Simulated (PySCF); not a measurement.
## Ar²⁺ (argon, charge +2): UHF calculation

Configuration: [Ne] 3s2 3p4, high-spin 3P determinant. All numbers are calculated (PySCF 2.14, the non-relativistic Hamiltonian (point nucleus), in aug-cc-pV(D+d)Z (5s4p3d, 32 functions)).

| Property | Result |
| --- | --- |
| Total energy | -525.291650 hartree |
| One-electron energy | -709.5561 hartree |
| Hartree (Coulomb) energy | 213.7290 hartree |
| Exchange energy | -29.4646 hartree |
| Kinetic energy | 525.13814 hartree |
| ⟨S²⟩ | 2.0077 |
| ⟨L²⟩ | 2.023 |
| Sum of ⟨r⟩ | 11.83 bohr |
| Sum of ⟨r²⟩ | 15.80 bohr² |
| Traceless quadrupole moment −½Σ⟨3z² − r²⟩ along its main axis | -1.11 e·bohr² |
| Density at the nucleus (Gaussians lack the cusp) | 3740 bohr⁻³ |
| Spin density at the nucleus | 0.493 bohr⁻³ |
| Langevin diamagnetic susceptibility | -12.5 ×10⁻⁶ cm³/mol |
| Time after the integrals | 0.08 s of wall time on 1 thread of Neoverse-V1 (shared host) |

```
shell  electrons  mean orbital energy (hartree)  spread (hartree)  rms radius, mean of both spins (bohr)
 1s α          1                     -119.76193                 0                                 0.0998
 1s β          1                     -119.72986                 0                                 0.0998
 2s α          1                      -13.43984                 0                                  0.448
 2s β          1                      -13.40872                 0                                  0.448
 2p α          3                      -10.69804           0.03527                                  0.417
 2p β          3                      -10.64288           0.02331                                  0.417
 3s α          1                       -2.33779                 0                                   1.44
 3s β          1                       -2.04520                 0                                   1.44
 3p α          3                       -1.60035           0.09284                                   1.59
 3p β          1                       -1.48006                 0                                   1.59
```
